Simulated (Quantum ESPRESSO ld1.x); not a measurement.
The numbers below are computed, except where a source is named.
Q: The mercury ion Hg+, configuration [Xe] 4f14 5d9.75 6s1 6p0.25 (fractional occupations, a model configuration). Level of theory: Dirac Kohn-Sham, exchange-only PBE, spin-unpolarised, spherical densities, point nucleus; open shells are shared between the two j in proportion to 2j + 1 (ld1.x of Quantum ESPRESSO 7.5). Some entries of the table are withheld. Estimate them.

orbital       occ.  eigenvalue (hartree)  <r> (bohr)  <r^2> (bohr^2)
1s1/2            2              -3052.37     0.01658       0.0003806
2s1/2            2              -540.804     0.06923        0.005736
2p1/2            2                   (1)     0.05692        0.004053
2p3/2            4                   (2)     0.06560        0.005240
3s1/2            2              -128.571      0.1801         0.03723
3p1/2            2              -118.680      0.1704         0.03392
3p3/2            4              -102.821      0.1863         0.04031
3d3/2            4                   (3)      0.1621         0.03086
3d5/2            6                   (4)      0.1670         0.03260
4s1/2            2              -28.5250      0.3991          0.1799
4p1/2            2              -24.2883      0.4011          0.1833
4p3/2            4              -20.4584      0.4354          0.2155
4d3/2            4              -13.5458      0.4425          0.2264
4d5/2            6              -12.8320      0.4537          0.2378
5s1/2            2              -4.67278      0.9020          0.9128
4f5/2            6              -3.93632      0.4794          0.2774
4f7/2            8              -3.78227      0.4861          0.2853
5p1/2            2                   (5)         (6)             (7)
5p3/2            4                   (8)         (9)            (10)
5d3/2          3.9              -0.73332       1.431           2.416
5d5/2         5.85              -0.66375       1.492           2.636
6s1/2            1              -0.53451       2.525           7.243
6p1/2    0.0833333              -0.30380       3.250           12.14
6p3/2     0.166667              -0.26161       3.644           15.21
7s1/2            0              -0.13921       6.532           47.83
5f5/2            0              -0.03625       13.66           215.1
5f7/2            0              -0.03625       13.67           215.1

A: 
(1) 2p1/2 eigenvalue (hartree): -518.792
(2) 2p3/2 eigenvalue (hartree): -447.197
(3) 3d3/2 eigenvalue (hartree): -86.4870
(4) 3d5/2 eigenvalue (hartree): -83.0897
(5) 5p1/2 eigenvalue (hartree): -3.27544
(6) 5p1/2 <r> (bohr): 0.9715
(7) 5p1/2 <r^2> (bohr^2): 1.066
(8) 5p3/2 eigenvalue (hartree): -2.60225
(9) 5p3/2 <r> (bohr): 1.068
(10) 5p3/2 <r^2> (bohr^2): 1.291
